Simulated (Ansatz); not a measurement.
Calculated with Ansatz (gas phase, PBE0-D4/def2-TZVP geometries, no zero-point term in ΔE). CCSD(T)/CBS is the MP2 limit (def2-TZVPP, def2-QZVPP) plus CCSD(T) − MP2 in def2-TZVPP, frozen cores. This one scheme is used for every species. Functionals use def2-TZVPP. For Ge outer-core shells are correlated without core-valence functions, which leaves a few kJ/mol of doubt a bond. Scalar relativity is left out up to krypton. Each species was taken in one conformer, which may not be the lowest.

Consider the hydrogenolysis of a Ge–N bond: `[NH2][Ge][O][SiH3]` + H₂ → `[SiH3][O][GeH]` + NH₃.

Question: Is it downhill or uphill in electronic energy at CCSD(T)/CBS, and by how much? (Best estimate.)

Answer: Computed: Uphill: ΔE = +76.4 kJ/mol.

Question: What do these levels give: revPBE-D4, revPBE, BHLYP, RPA@PBE/def2-TZVPP, SCS-MP2/def2-QZVPP, HF/CBS(def2)? (Best estimate.)

Answer: The calculation gave: revPBE-D4 78.3, revPBE 67.4, BHLYP 64.6, RPA@PBE/def2-TZVPP 69.5, SCS-MP2/def2-QZVPP 78.6, HF/CBS(def2) 52.8 kJ/mol.

Largest T1 diagnostic among the species: 0.014.

From r2SCAN to r2SCAN0 (25 % exact exchange), in def2-TZVPP and without D4, ΔE moves by −5.6 kJ/mol. In def2-TZVPP, CCSD(T) changes the Hartree–Fock value by +20.1 kJ/mol (the triples alone add +5.3 kJ/mol) and MP2 by +31.0 kJ/mol.
